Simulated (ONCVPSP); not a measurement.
## Hg: one change to an ONCV potential, before and after

Hg, optimised norm-conserving Vanderbilt (ONCV), made with ONCVPSP 4.0.1 (PBE, scalar-relativistic). Core [Xe] 4f14, reference 5d10 6s1.75 (charge +0.25). Waves: 6s: rc 2.20 bohr, ncon 4, nbas 8, qcut 3.1 1/bohr, 2 projectors, debl 2 Ha; p scattering state at 0.17 Ha: rc 2.25 bohr, ncon 3, nbas 7, qcut 3.9 1/bohr, 2 projectors, debl 0.9 Ha; 5d: rc 1.40 bohr, ncon 4, nbas 7, qcut 8 1/bohr, 2 projectors, debl 1 Ha. Local part: polynomial inside 0.90 bohr (lpopt 5, dvloc0 0 Ha). Core correction: Teter function, parameters optimised by the program.

In the p channel the program set the typed energies aside and used 0.050, 0.950 Ha.

All-electron outer shells of the reference configuration (PBE, scalar-relativistic, ld1.x):

```csv
shell,level (eV),outermost node (bohr),outermost maximum (bohr)
5p,-68.68,0.51,0.93
5d,-12.00,0.55,1.17
6s,-8.71,1.08,2.18
```

Change: s: qcut 2.4; p: qcut 3; d: qcut 6.2.

Cutoffs: the cutoffs (Ha) at which the residual kinetic energy of the hardest occupied pseudo-wave falls to 1 and 0.1 mHa per electron; they do not see the model core or the augmentation charge, which bear on the density cutoff. Errors are all-electron minus pseudo energies relative to the spin-unpolarised reference configuration.

Question: Predict the effect on cutoff, ghosts and configuration errors.

Answer: The potential gets harder (22 Ha and 27 Ha → 22 Ha and 58 Ha); both files keep a bound ghost (p, s); of the 4 tests that both files solve, the error grows in 0 and shrinks in 3 by more than 15 % and 0.3 meV (median size 15.2 → 12.0 meV).

| quantity | base | changed |
| --- | --- | --- |
| cutoff, loose | 22 Ha | 22 Ha |
| cutoff, tight | 27 Ha | 58 Ha |
| loose cutoff by channel | s 5.6 Ha, d 22 Ha | s 22 Ha, d 22 Ha |
| bound ghosts | s, p | s, p |
| GHOST(+) flags under 300 eV | s at 34.3 eV, p at 74.0 eV | s at 42.9 eV, p at 74.5 eV |
| error for 5d10 6s2, meV [ΔE -1.94 eV] | +0.2 | +0.4 |
| error for 5d10 6s1, meV [ΔE 8.75 eV] | -11 | -8.4 |
| error for 5d10 6s0, meV [ΔE 27.73 eV] | -69 | -54 |
| error for 5d10 6s0 6p2, meV [ΔE 10.64 eV] | -20 | -16 |
| s: phases at 2.23 bohr within 0.05 rad from the reference energy up to (Ha; the scan ends near 5) | n/a | 3.5 |
| p: phases at 2.28 bohr within 0.05 rad from the reference energy up to (Ha; the scan ends near 5) | 2.3 | 2.3 |
| d: phases at 1.42 bohr within 0.05 rad from the reference energy up to (Ha; the scan ends near 5) | to the end of the scan | to the end of the scan |
| rms error of d²Exc/dni dnj with the model core, mHa | 0.25 | 0.28 |

 A true bound ghost makes a file unfit for plane-wave use even where its test errors are small: the radial tests pick states by their node count and pass the ghost by.
